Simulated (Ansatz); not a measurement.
`Cl[SiH2][GeH3]` + H₂ → `[SiH3]Cl` + GeH₄ at 500 K and 1 bar (hydrogenolysis of the Si–Ge bond).

Program: Ansatz. Geometries: PBE0-D4/def2-TZVP. ΔE: electronic, gas phase. CBS: MP2 limit from def2 TZ/QZ plus the TZ coupled-cluster correction, frozen cores. This one scheme is used for every species. For Ge outer-core shells are correlated without core-valence functions, which leaves a few kJ/mol of doubt a bond. Scalar relativity is left out up to krypton.

| species | CCSD(T)/CBS energy (Eh) | H − E (kJ/mol) | S (J/(mol·K)) |
| --- | --- | --- | --- |
| `Cl[SiH2][GeH3]` | -2828.01436 | 150.3 | 391.3 |
| H₂ | -1.17544 | 41.0 | 145.5 |
| `[SiH3]Cl` | -750.69636 | 92.3 | 281.7 |
| GeH₄ | -2078.49493 | 99.4 | 244.6 |

H − E and S are ideal-gas, rigid-rotor, harmonic terms from PBE0-D4/def2-TZVP. The MP2-based limit puts H₂ 0.8 mEh under its directly extrapolated value; such offsets cancel only in part. 1 Eh = 2625.50 kJ/mol, R = 8.31446 J/(mol·K).

Problem. By hand: ΔE, ΔH, ΔS and ΔG.

Solution. ΔE = (-750.69636) + (-2078.49493) − (-2828.01436) − (-1.17544) = -0.00149 Eh = -3.9 kJ/mol. Δ(H − E) = 92.3 + 99.4 − 150.3 − 41.0 = 0.4, so ΔH = -3.5 kJ/mol. ΔS = 281.7 + 244.6 − 391.3 − 145.5 = -10.5 J/(mol·K). ΔG = -3.5 − 500 × (-10.5)/1000 = 1.8 kJ/mol.

Problem. By hand: the equilibrium constant, and the temperature at which ΔG would vanish if ΔH and ΔS stayed fixed.

Solution. log₁₀ K = −ΔG/(RT ln 10) = -0.2. ΔG = 0 at ΔH/ΔS = 333 K, though so small a ΔH makes that figure unsure.

TΔS isn't small against ΔH here. The sign of ΔG lies within the doubt. A doubt of 5 kJ/mol in ΔE shifts log₁₀ K by 0.5 here. These are equilibria of isolated gas molecules and say nothing of rates. Largest T1 diagnostic: 0.012 (customary marks: 0.02 for closed shells, 0.045 for open ones).
